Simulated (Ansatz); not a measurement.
A nudged elastic band was laid between two geometries of H2S + H7N3Si (14 atoms, charge 0, multiplicity 1).

The calculation used RKS PBE/6-31G* in Ansatz 0.2.0.

| Property | Result |
| --- | --- |
| movable images | 9 |
| climbing image | yes |
| spring | 5.0 eV/Å² |
| optimiser | quadratic models (default) |
| start path | through a guess of the saddle point |
| force threshold | 0.2 eV/Å |
| iteration limit | 60 |
| end points | relaxed |

Initial state:

```xyz
14
Properties=species:S:1:pos:R:3
Si -0.180 0.382 -0.032
H -0.460 0.687 1.414
N 1.539 0.473 -0.225
H 2.107 -0.060 0.438
H 1.910 0.353 -1.170
N -0.796 1.427 -1.280
H -1.803 1.452 -1.443
H -0.399 2.365 -1.353
N -0.933 -1.209 -0.223
H -1.724 -1.422 0.390
H -1.136 -1.531 -1.173
S 1.618 -3.195 0.745
H 0.517 -2.438 0.346
H 1.067 -3.488 1.953
```

Final state:

```xyz
14
Properties=species:S:1:pos:R:3
Si -0.210 -0.773 -0.375
H 2.076 1.058 2.007
N 1.472 -0.387 -0.137
H 2.148 -1.148 -0.071
H 1.857 0.399 -0.663
N -0.993 0.765 -0.202
H -2.007 0.787 -0.324
H -0.718 1.331 0.603
N -0.921 -1.408 -1.837
H -0.665 -2.356 -2.118
H -0.932 -0.786 -2.648
S -0.448 -2.382 1.071
H -1.607 -2.842 0.529
H 2.279 1.540 2.550
```

**Question.** What changes between the two ends?

**Answer.** Bonds broken: Si1–H2, S12–H14. Bonds formed: Si1–S12, H2–H14. H2S + H7N3Si becomes H2 + H7N3SSi.

**Question.** Give the energies along the band, and the barrier.

**Answer.** It converged. The highest image is number 4 of 0 to 10, 1.63 eV above the first end and 2.08 eV above the last; the last end lies 0.46 eV below the first. The threshold of 0.2 eV/Å is loose, so the images may lie well off the minimum-energy path. Beside the main top the profile has a ripple of under 15 meV (maxima at images 4, 8), which may be a very shallow well or noise. Neighbouring images differ by up to 1.4 eV, so the band resolves the path poorly. The order of the stationary point at the top wasn't checked. The orbitals stay closed-shell, which can raise the energy where a bond breaks towards radicals; this wasn't checked here.

| image | path coordinate (Å) | energy (eV) | Si1–H2 (Å) | S12–H14 (Å) | Si1–S12 (Å) |
| --- | --- | --- | --- | --- | --- |
| 0 | 0.00 | 0.00 | 1.50 | 1.36 | 4.08 |
| 1 | 1.54 | 0.02 | 1.50 | 1.36 | 3.93 |
| 2 | 3.09 | 0.15 | 1.51 | 1.36 | 3.93 |
| 3 | 4.63 | 0.31 | 1.51 | 1.37 | 3.59 |
| 4 | 6.18 | 1.63 | 1.73 | 1.81 | 2.62 |
| 5 | 7.70 | 0.20 | 2.79 | 2.45 | 2.24 |
| 6 | 9.23 | -0.37 | 3.74 | 2.79 | 2.19 |
| 7 | 10.75 | -0.43 | 4.48 | 3.49 | 2.18 |
| 8 | 12.28 | -0.43 | 3.74 | 4.21 | 2.18 |
| 9 | 13.80 | -0.44 | 3.50 | 4.28 | 2.18 |
| 10 | 15.33 | -0.46 | 3.78 | 5.00 | 2.18 |

**Question.** What is the geometry of the highest image?

**Answer.** 
```xyz
14
Properties=species:S:1:pos:R:3:forces:R:3
Si 0.106 -0.300 -0.219 -0.02 0.04 -0.19
H -0.259 0.101 1.426 0.02 0.01 0.09
N 1.748 0.025 -0.599 -0.03 -0.07 0.16
H 2.515 -0.590 -0.344 0.02 -0.01 -0.05
H 2.023 0.875 -1.087 -0.03 0.01 -0.04
N -0.657 1.192 -0.758 0.02 0.01 -0.02
H -1.670 1.259 -0.634 0.03 0.00 0.02
H -0.231 2.071 -0.456 -0.02 -0.01 0.01
N -1.065 -1.438 -0.787 -0.04 -0.08 -0.02
H -0.799 -2.419 -0.867 0.03 0.01 0.04
H -1.615 -1.134 -1.594 0.03 0.04 0.00
S 1.087 -2.219 1.262 0.05 -0.04 -0.01
H -0.053 -2.942 1.431 0.01 0.03 -0.02
H 0.200 -0.685 1.613 -0.06 0.04 0.04
```

The band took 28 iterations and roughly 20 core-minutes.

Run time: 10 min on 2 threads of Arm Neoverse V1, on a shared host, peak memory 0.16 GiB.
